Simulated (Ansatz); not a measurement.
Geometry optimisation, RKS B3LYP/def2-SVP (Ansatz 0.2.0).

The input (input.yaml):

```yaml
crystal:
  periodic: [false, false, false]
  atoms:
    - { symbol: Ge, position_ang: [0.0, 0.0, 0.0] }
    - { symbol: H, position_ang: [0.0, 0.0, 1.9] }
    - { symbol: H, position_ang: [1.4616, 0.0, -0.5162] }
    - { symbol: Cl, position_ang: [-1.0456, 1.8115, -0.7393] }
    - { symbol: Cl, position_ang: [-1.0456, -1.8115, -0.7393] }
    - { symbol: F, position_ang: [-1.879, 0.0, 0.6243] }
    - { symbol: H, position_ang: [-1.0089, 0.0, 1.7574] }
basis:
  gaussian: { orbitals: def2-SVP }
hamiltonian:
  xc: b3lyp
relax:
  f_tol: 0.15
  max_steps: 25
  restrain:
    - { distance: [0, 5], at: 1.68, k: 30.0 }
    - { distance: [6, 1], at: 0.66, k: 30.0 }
    - { distance: [0, 1], at: 2.75, k: 30.0 }
    - { distance: [6, 5], at: 2.12, k: 30.0 }
```

Run as:

```bash
$ ansatz run input.yaml --threads 2 --pin off --max-ram 3072MiB --backend cpu --events-out ev --progress --plain --runs-dir out
```

Where does it end, and by what steps?

The run converged. The restraints hold the end off the free minimum. After 9 steps the energy has fallen by 3.732 eV (the restraints' own energy left out); H3 moved furthest, 0.98 Å. Joined: H2–H7 (1.02 → 0.72 Å).

```json
{"step": "0", "energy less start (eV)": "0.0000", "largest force component (eV/Å)": "3.946", "accepted": "yes"}
{"step": "1", "energy less start (eV)": "-0.4992", "largest force component (eV/Å)": "3.151", "accepted": "yes"}
{"step": "2", "energy less start (eV)": "-1.0007", "largest force component (eV/Å)": "2.783", "accepted": "yes"}
{"step": "3", "energy less start (eV)": "-2.2266", "largest force component (eV/Å)": "2.488", "accepted": "yes"}
{"step": "4", "energy less start (eV)": "-2.8860", "largest force component (eV/Å)": "1.780", "accepted": "yes"}
{"step": "5", "energy less start (eV)": "-3.3177", "largest force component (eV/Å)": "1.312", "accepted": "yes"}
{"step": "6", "energy less start (eV)": "-3.5987", "largest force component (eV/Å)": "1.419", "accepted": "yes"}
{"step": "7", "energy less start (eV)": "-3.7273", "largest force component (eV/Å)": "1.689", "accepted": "yes"}
{"step": "8", "energy less start (eV)": "-3.7328", "largest force component (eV/Å)": "1.656", "accepted": "yes"}
{"step": "9", "energy less start (eV)": "-3.7318", "largest force component (eV/Å)": "1.766", "accepted": "yes"}
```

```xyz
7
Properties=species:S:1:pos:R:3
Ge -0.550 0.000 -0.370
H 0.194 0.000 2.292
H 0.843 0.000 0.246
Cl -0.846 1.764 -1.561
Cl -0.846 -1.764 -1.561
F -1.811 0.000 0.782
H -0.502 0.000 2.459
```

Run time: 27 s on 2 threads of Arm Neoverse V2 (shared host), peak memory 0.22 GiB.
